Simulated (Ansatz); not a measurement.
Coupled-cluster run, `[F][Ga-]1([F])[Br+][Ga-]([F])([F])[Br+]1`.

```yaml
crystal:
  periodic: [false, false, false]
  atoms:
    - {symbol: F, position_ang: [2.606588, -0.919760, 0.942112]}
    - {symbol: Ga, position_ang: [0.939471, -1.224232, 0.571682]}
    - {symbol: F, position_ang: [0.243761, -2.797800, 0.793193]}
    - {symbol: Br, position_ang: [0.456425, -0.437759, -1.687515]}
    - {symbol: Ga, position_ang: [-0.939415, 1.224279, -0.571673]}
    - {symbol: F, position_ang: [-2.606154, 0.916097, -0.940732]}
    - {symbol: F, position_ang: [-0.247118, 2.799129, -0.794768]}
    - {symbol: Br, position_ang: [-0.453558, 0.440047, 1.687700]}
basis:
  gaussian: {orbitals: def2-SVP}
correlation: {method: ccsd_t}
```

```sh
$ ansatz run in.yaml --threads 8 --pin off --events-out ev --progress --plain --max-ram 18278MiB
```

Output of Ansatz, abridged:

```
Functional definition: HF
1748 factors; integrals over basis functions are off by at most 5.7e-4 eV
mean field evaluation 1: about -255452.7990 eV, gradient 5.7e1 eV
mean field evaluation 2: about -255452.8330 eV, gradient 5.7e1 eV
mean field evaluation 4: about -255459.0718 eV, gradient 2.7e0 eV
mean field evaluation 8: about -255459.1063 eV, gradient 2.8e-1 eV
mean field -255459.10649835 eV, -9387.9490074128 hartree, gradient 7.2e-7 eV, S^2 0.000000; 0 other end points of the search recorded, 0 dependent functions left out
40 core orbitals not correlated: weight in the atoms' cores, before any rotation towards them, 1.000 or more for the frozen orbitals, at most 0.000 for the correlated occupied ones
reference -255459.10649835 eV, -9387.9490074128 hartree; 44, 44 occupied and 100, 100 virtual orbitals, 1748 factors
second order -44.32741048 eV of doubles, -0.00000000 eV of singles
cycle   1  -42.54685691 eV  change     1.8e0 eV  update   1.6e-1
cycle   2  -43.59180603 eV  change    -1.0e0 eV  update   4.8e-2
cycle   3  -43.79457795 eV  change   -2.0e-1 eV  update   2.4e-2
cycle   4  -43.76906148 eV  change    2.6e-2 eV  update   5.2e-3
cycle   5  -43.76030969 eV  change    8.8e-3 eV  update   2.0e-3
cycle   6  -43.76135911 eV  change   -1.0e-3 eV  update   5.6e-4
cycle   7  -43.76136493 eV  change   -5.8e-6 eV  update   2.0e-4
cycle   8  -43.76121631 eV  change    1.5e-4 eV  update   6.0e-5
cycle   9  -43.76120182 eV  change    1.4e-5 eV  update   2.3e-5
perturbative correction -0.99143397 eV, -0.0364345265 hartree
Total energy: -255503.85913414 eV, -9389.5936364438 hartree
```

Hardware: 8 threads of an Arm Neoverse V2 on a shared host. Wall time 95 s, peak host memory 2.5 GiB.

The correlation energy is -44.753 eV, 2.2 % of it from (T); the T1 diagnostic reads 0.0119.
